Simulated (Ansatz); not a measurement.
`[CH3][GeH2][Se]C`. Charge 0, multiplicity 1.

```xyz
12

C     0.650    0.299   -1.705
Ge    1.012   -0.826   -0.152
Se   -0.973   -1.393    0.973
C    -1.430    0.415    1.565
H     0.173    1.229   -1.396
H     1.583    0.541   -2.218
H    -0.012   -0.225   -2.394
H     1.939   -0.085    0.835
H     1.648   -2.164   -0.565
H    -2.328    0.322    2.174
H    -0.625    0.829    2.171
H    -1.639    1.059    0.714
```

(1) What are the harmonic wavenumbers in cm⁻¹ at PBE0-D4/def2-TZVP (Ansatz, finite differences of forces, unscaled)? (Estimate.)

(2) Is this a minimum?

(3) Give the ideal-gas thermochemistry at 298.15 K and 1 bar (rigid rotor, harmonic oscillator; point group C1, symmetry number 1).

(4) And at 400, 500, 600, 800 and 1000 K?

(5) Rotational constants (cm⁻¹)?

Answers

(1) Computed: 48, 122, 125, 137, 162, 290, 422, 604, 608, 616, 680, 832, 860, 866, 914, 927, 1260, 1306, 1450, 1454, 1464, 1471, 2119, 2152, 3062, 3073, 3151, 3163, 3172, 3174.

(2) Yes, all 30 modes are real.

(3) Zero-point energy 237.4 kJ/mol; H(298) − E = 260.8 kJ/mol; entropy 379.3 J/(mol·K), of which translation 173.9, rotation 116.7, vibration 88.8; G(298) − E = 147.7 kJ/mol. Modes under 100 cm⁻¹ are hindered rotations or soft bends, so the harmonic entropy is rough.

(4) 
```csv
T (K),H − E (kJ/mol),S (J/mol/K),G − E (kJ/mol)
400,273.9,416.8,107.2
500,288.7,449.8,63.8
600,305.2,479.8,17.3
800,342.1,532.8,-84.1
1000,383.2,578.5,-195.4
```

(5) 0.1673, 0.04934, 0.04382.
